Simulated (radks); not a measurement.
Excited configurations of Al2+: one electron is placed in a higher orbital outside [Ne]. The ground configuration is [Ne] 3s1. Method: scalar-relativistic Kohn-Sham, PBEsol, spin-polarised, spherical densities, finite nucleus; open shells are filled with parallel spins first; Fermi nuclear charge, rms radius 3.061 fm; computed with a radial shooting solver on a logarithmic mesh with Libxc functionals. Excitation = E - E(ground); binding = E(ion) - E, where the ion is the core of charge +3; n* = 3/sqrt(2 binding) in atomic units, and the quantum defect is n - n*.

\begin{tabular}{lrrrrr}
outer orbital & excitation (eV) & binding (eV) & n* & quantum defect & <r> (bohr) \\ \hline
3d & 14.419 & 14.246 & 2.932 & 0.068 & 3.277 \\
4s & 15.287 & 13.377 & 3.026 & 0.974 & 4.691 \\
5p & 21.896 & 6.768 & 4.254 & 0.746 & 8.988 \\
6s & 23.615 & 5.050 & 4.924 & 1.076 & 12.49 \\
7f & 25.968 & 2.696 & 6.739 & 0.261 & 21.58 \\
\end{tabular}

The Delta-SCF ionisation energy is 28.664 eV (NIST Atomic Spectra Database: 28.448 eV, measured). Self-interaction in the functional shifts the binding energies and quantum defects, so they are the method's values and not measured ones.
